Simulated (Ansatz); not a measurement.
Reaction (substitution at a C–Si bond): `[SiH3]C[SiH2]I` + `OB(O)O` → `OB(O)OC[SiH3]` + `[SiH3]I`

Program: Ansatz. Geometries: PBE0-D4/def2-TZVP. ΔE: electronic, gas phase. CBS: MP2 limit from def2 TZ/QZ plus the TZ coupled-cluster correction, frozen cores. This one scheme is used for every species. DFT in def2-TZVPP. B3LYP here is the variant with VWN-RPA as its local correlation; programs differ in this. def2 core potentials past Kr. For I outer-core shells are correlated without core-valence functions, which leaves a few kJ/mol of doubt a bond. One conformer a species, not always the lowest.

```csv
level,ΔE (kJ/mol),difference from CCSD(T)/CBS
PBE-D4,134.6,-6.8
r2SCAN-D4,138.6,-2.8
PBE0-D4,139.6,-1.8
B3LYP-D4,130.7,-10.7
ωB97X-V,131.4,-10.0
ωB97M-V,137.1,-4.3
B2PLYP,133.5,-7.9
PBE,132.0,-9.4
r2SCAN,138.2,-3.2
PBE0,137.1,-4.3
B3LYP,126.0,-15.4
HF/def2-TZVPP,125.6,-15.8
MP2/def2-TZVPP,148.9,7.5
SCS-MP2/def2-TZVPP,139.0,-2.4
CCSD/def2-TZVPP,136.7,-4.7
CCSD(T)/def2-TZVPP,137.7,-3.7
HF/def2-QZVPP,125.0,-16.4
MP2/def2-QZVPP,150.8,9.4
SCS-MP2/def2-QZVPP,141.1,-0.3
HF/CBS(def2),124.9,-16.5
MP2/CBS(def2),152.6,11.2
CCSD/CBS(def2),140.4,-1.0
CCSD(T)/CBS,141.4,0
```

Largest T1 diagnostic among the species: 0.012.

In def2-TZVPP, CCSD(T) changes the Hartree–Fock value by +12.1 kJ/mol (the triples alone add +1.0 kJ/mol) and MP2 by +23.3 kJ/mol. From PBE to PBE0 (25 % exact exchange), in def2-TZVPP and without D4, ΔE moves by +5.1 kJ/mol.
